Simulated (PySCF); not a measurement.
Compound: [TaO2F2]- (charge -1 and singlet state).
Z-matrix (Å and degrees, PBE0-D3(BJ)/def2-SVP geometry), rows numbered from 1:
```
Ta
O   1  1.7652
O   1  1.7657  2  108.39
F   1  1.9397  2  109.69  3  -119.43
F   1  1.9399  2  109.27  3   119.66
```

Jobs on this species (5 atoms, 108 electrons) with PySCF (density fitting). Hardware of each: x86-64 server, one thread, no GPU (shared host). Times come from a shared host and carry two figures at best.

Question: Rank these jobs by wall time, shortest first.
A. CAM-B3LYP/def2-SVPD; 10 singlets by full TDDFT, 4 Tamm–Dancoff triplets, polarisability; 127 basis functions
B. PBE0-D3(BJ)/def2-SVP, grid level 1; geometry optimisation from a GFN2-xTB start; 88 basis functions
C. PBE0/pcSseg-1 (def2-TZVP on Ta); shieldings, charges and field gradients; 108 basis functions

Answer: C (5.7 s), A (13 s), B (39 s).

All jobs:

```
                level and settings                                                                work  basis functions  SCF cycles  wall time
  B3LYP/pcSseg-1 (def2-TZVP on Ta)                                                          shieldings              108          13      5.6 s
   PBE0/pcSseg-1 (def2-TZVP on Ta)                             shieldings, charges and field gradients              108          13      5.7 s
               CAM-B3LYP/def2-SVPD  10 singlets by full TDDFT, 4 Tamm–Dancoff triplets, polarisability              127          13       13 s
PBE0-D3(BJ)/def2-SVP, grid level 1                         geometry optimisation from a GFN2-xTB start               88          82       39 s
```

Q: What do all jobs in the table cost together?

A: About 63 s; the longest takes about 62 % of that, and about 7 times as long as the shortest.
